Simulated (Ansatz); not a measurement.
Frontier orbitals of CH2AlFSe.

Z-matrix (Å, degrees):
```
Al
C 1 1.967
Se 1 2.601 2 43.3
H 1 1.580 2 116.7 3 -95.8
H 1 1.580 2 116.6 3 95.8
F 2 1.303 1 149.8 3 -180.0
```

Charge 0, multiplicity 1. Correlated methods include outer-core shells of Se, which these sets cover unevenly. Scalar relativity is left out up to krypton. The bonds changed during the relaxation, so this is another structure than the one it started from. The structure was optimised at the PBE0-D4/def2-TZVP level. Basis def2-TZVPP, the Gaussian-basis code of Ansatz.

Orbital energies of one run (eV). Highest occupied ones, from the top: -6.82, -7.26, -7.81, -8.35, -9.91, -12.67, -13.12, -13.37, -16.52, -20.56, -34.10, -55.27, -55.29, -55.32. Empty: -3.73, -1.12, -0.22, 0.81, 1.03, 1.86.

(1) Which functional gave them?
A. r2SCAN
B. BLYP
C. HSE06 (plane-wave form)
D. B3LYP

Answers

(1) A. HOMO energies: r2SCAN -6.82, HSE06 -7.32, BLYP -6.39, B3LYP -7.49 eV.

B3LYP here is the variant with VWN-RPA as its local correlation; programs differ in this.
